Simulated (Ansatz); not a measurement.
System: sum formula SiN3H7Cl, charge 1, multiplicity 1. It need not be the lowest isomer of its formula. 
Coordinates optimised at B3LYP-D3(BJ)/def2-TZVP (Ansatz, an electronic-structure program):
```xyz
12

N      1.8288    -0.0012    -0.2858
Si     0.2346     0.1613     0.1772
N     -0.0116     1.2988     1.3834
N     -0.2644    -1.4448     1.0844
Cl    -1.0259     0.0239    -1.4011
H      2.6107     0.2498     0.3001
H      2.1000    -0.1896    -1.2387
H      0.5370     2.1478     1.3833
H     -0.8993     1.4480     1.8409
H     -1.2521    -1.4686     1.3456
H     -0.0938    -2.2598     0.4922
H      0.2836    -1.5614     1.9390
```
Charge +1, spin multiplicity 1.

Total electronic energies in hartree. Cores are frozen in the correlated levels unless marked. Spin-orbit coupling is left out. Non-relativistic. Basis-set limits of correlation are two-point, X^-3; Hartree-Fock from the larger set. The bracket is a focal-point correction in the basis named.

```tsv
level	program	energy (Eh)
HF/STO-3G	Ansatz	-905.45719
RI-HF/cc-pV(Q+d)Z	Ansatz	-915.93850
BLYP-D3(BJ)/def2-TZVPD	Ansatz + dftd3	-918.13675
BLYP/def2-TZVPD	Ansatz	-918.11333
r2SCAN/def2-TZVPD	Ansatz	-918.03887
PBE0-D4/def2-TZVP	Ansatz + dftd4	-917.72800
BHLYP-D3(BJ)/def2-TZVPD	Ansatz + dftd3	-918.10501
r2SCAN0-D4/def2-TZVPD	Ansatz + dftd4	-918.01462
r2SCAN0/def2-TZVPD	Ansatz	-918.01172
B2PLYP-D3(BJ)/def2-TZVPD	Ansatz + dftd3	-917.80990
RPA@PBE/cc-pV(T+d)Z	Ansatz	-917.39959
RPA@PBE/cc-pV(Q+d)Z	Ansatz	-917.55356
MP2/cc-pV(T+d)Z	Ansatz	-916.86689
MP2/cc-pVTZ	Ansatz	-916.85819
MP2/cc-pV(Q+d)Z	Ansatz	-916.96002
SCS-MP2/6-31G*	Ansatz	-916.43546
SCS-MP2/cc-pV(T+d)Z	Ansatz	-916.85800
SCS-MP2/cc-pwCVTZ	Ansatz	-916.87543
CCSD/6-31G*	Ansatz	-916.49864
CCSD(T)/cc-pV(T+d)Z	Ansatz	-916.94954
CCSD(T)/cc-pV(Q+d)Z	Ansatz	-917.03889
RI-MP2/CBS(cc-pV(T+d)Z,cc-pV(Q+d)Z)+[CCSD(T)-MP2]/cc-pV(T+d)Z	Ansatz	-917.0959
CCSD(T)/CBS(cc-pV(T+d)Z,cc-pV(Q+d)Z)	Ansatz	-917.0897
```

Totals of different functionals don't rank their quality; only differences between species are comparable.
